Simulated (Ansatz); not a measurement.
This geometry of BH$_{4}$OSb (7 atoms, charge 0, multiplicity 1) is a first-order saddle point.

Computed with Ansatz, RKS B3LYP/def2-SVPD.

```xyz
7
Properties=species:S:1:pos:R:3
O -1.424 -0.712 -0.471
B -0.080 -0.568 -0.531
Sb 0.978 1.295 0.282
H -2.122 -0.436 -1.065
H 0.601 -1.432 -1.042
H -0.040 1.427 1.660
H 2.148 0.357 1.122
```

Which two structures does it join? (They come from a converged band through this point; their orientation in space is the band's.)

No bond is made or broken. The dihedral H4–O1–B2–Sb3 goes from -5 to 176°.

Image 0:

```xyz
7
Properties=species:S:1:pos:R:3
O -1.341 -0.778 -0.708
B -0.008 -0.581 -0.741
Sb 1.044 1.197 0.250
H -1.844 -0.153 -0.171
H 0.640 -1.370 -1.382
H -0.262 1.475 1.348
H 1.833 0.142 1.359
```

Image 6:

```xyz
7
Properties=species:S:1:pos:R:3
O -1.482 -0.276 -0.605
B -0.140 -0.420 -0.546
Sb 1.097 1.290 0.306
H -1.951 -1.008 -1.025
H 0.390 -1.401 -1.015
H 0.043 1.532 1.643
H 2.103 0.214 1.197
```

How far does it lie above each of them?

55.0 kJ/mol above the first and 54.4 kJ/mol above the second. This is the barrier of this one path; another mechanism may lie lower.

The run took 120 s on 2 threads of AMD EPYC 9R45 (Zen 5), with other jobs on the host, peak memory 0.25 GiB.
